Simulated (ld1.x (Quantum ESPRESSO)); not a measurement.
u(r) = r·R(r): atom against pseudo-atom (boron (B))

Columns: radius, all-electron u(r) and pseudo u(r) of the 2p shell (level -8.20 eV) of boron in the configuration [He] 2s2 2p0.5; LDA (PZ), scalar-relativistic, RRKJ scheme, ld1.x (Quantum ESPRESSO) 7.5.

```csv
r (bohr),all-electron,pseudo
0.168,0.0741,0.0210
0.335,0.2088,0.0807
0.503,0.3438,0.1724
0.670,0.4570,0.2837
0.838,0.5448,0.4027
1.005,0.6069,0.5149
1.172,0.6461,0.6098
1.340,0.6661,0.6801
1.508,0.6700,0.7211
1.675,0.6614,0.7332
1.842,0.6435,0.7204
2.010,0.6186,0.6884
2.178,0.5888,0.6444
2.345,0.5562,0.5951
2.512,0.5219,0.5455
2.680,0.4866,0.4986
2.848,0.4514,0.4562
3.015,0.4171,0.4184
3.182,0.3839,0.3841
3.350,0.3520,0.3520
3.518,0.3217,0.3217
3.685,0.2934,0.2934
3.852,0.2669,0.2669
4.020,0.2421,0.2421
4.188,0.2192,0.2192
4.355,0.1982,0.1982
```

How many radial nodes do the two functions have?

The all-electron 2p function has n − l − 1 = 0; the pseudo-wave has 0.

At about which radius was the pseudo-wave matched?

3.35 bohr. The columns agree to 0.0005 from 3.18 bohr on; several derivatives are matched, so the curves merge somewhat inside the radius.

Is the pseudo-wave norm-conserving?

Yes: the RRKJ scheme keeps the norm inside the radius equal to the all-electron one, which fixes the energy derivative of the logarithmic derivative at the level.
